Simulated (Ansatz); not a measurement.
Ideal-gas functions of CH$_{3}$GaO$_{3}$, SMILES `O=[CH][Ga]([OH])[OH]` at 500 K and 1 bar, from an Ansatz frequency run at PBE0-D4/def2-TZVP.

Molar mass 132.76 g/mol, point group Cs (symmetry number 1), electronic degeneracy 1, moments of inertia 82.656, 201.208, 283.864 u Å². Harmonic wavenumbers (cm⁻¹, unscaled): 66, 75, 166, 172, 305, 374, 395, 577, 693, 717, 819, 827, 848, 1372, 1773, 2855, 3890, 3897.

Use S(trans) = R[1.5 ln M + 2.5 ln T − 1.1517]; rotational temperatures θ = 24.2544 K / I; S(rot) = R[ln(√π/σ · √(T³/θAθBθC)) + 1.5]; for each mode x = 1.438777 ν̃/T, S = R[x/(eˣ − 1) − ln(1 − e⁻ˣ)] and H = RT x/(eˣ − 1); 1 cm⁻¹ = 0.0119627 kJ/mol; R = 8.31446 J/(mol·K).

Question: By hand: the entropy, in J/(mol·K).

Answer: Translation 180.6. Rotation: θ = 0.2934, 0.1205, 0.0854 K, giving 118.9. Vibration, mode by mode: 22.14, 21.08, 14.54, 14.25, 9.66, 8.09, 7.68, 4.99, 3.83, 3.63, 2.88, 2.83, 2.69, 0.81, 0.31, 0.02, 0.00, 0.00, in all 119.4. Electronic 0.0. Sum 418.9 J/(mol·K).

Question: By hand: H − E and G − E in kJ/mol, counted from the electronic energy.

Answer: Zero-point energy ½ × 19821 × 0.0119627 = 118.6; thermal vibration 28.7; translation, rotation and pV give 4 RT = 16.6. H − E = 163.9 kJ/mol, and G − E = 163.9 − 500 × 418.9/1000 = -45.5 kJ/mol.

Vibration gives 29 % of the entropy, 43.2 J/(mol·K) of it from the modes under 150 cm⁻¹: soft modes count most, and the harmonic formula is weakest for them. The sum counts one conformer and one mirror image; others add a mixing term.
